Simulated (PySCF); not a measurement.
**Levels of Dy⁵⁵⁺ from EOM-EA-GCCSD**

Reference: closed-shell Dy⁵⁶⁺, [Ne]; one electron is added. Calculated with PySCF 2.14, two-component X2C-1e with screened spin-orbit coupling, an uncontracted even-tempered set (17 s from 8.9 bohr⁻², ratio 2.6; 13 p from 12 bohr⁻², ratio 2.6; 6 d from 12 bohr⁻², ratio 2.8; 3 f from 260 bohr⁻², ratio 2.8); frozen 1s2; the 48 highest virtual spinors dropped; of the others 44 kept and the rest restored at second order. No Breit or QED terms. Binding energies in eV.

```
level  Koopmans  second order  EOM-CCSD
3s1/2    5415.4        5416.2    5416.2
3p1/2    5281.6        5282.6    5282.6
3p3/2    5060.9        5061.8    5061.8
3d3/2    4896.4        4897.1    4897.1
3d5/2    4846.3        4846.9    4846.9
```

Electric-dipole lines between these computed levels:

```csv
lower,upper,ΔE (eV),vacuum wavelength (nm)
3s1/2,3p1/2,133.61,9.280
3s1/2,3p3/2,354.46,3.498
3p1/2,3d3/2,385.51,3.216
3p3/2,3d3/2,164.66,7.530
3p3/2,3d5/2,214.86,5.770
```

For comparison, the ionisation energy of Dy⁵⁵⁺ is 5412 ± 5 eV (theoretical estimate listed by NIST; NIST Atomic Spectra Database, ionization energies).

Only part of the computed levels is shown.
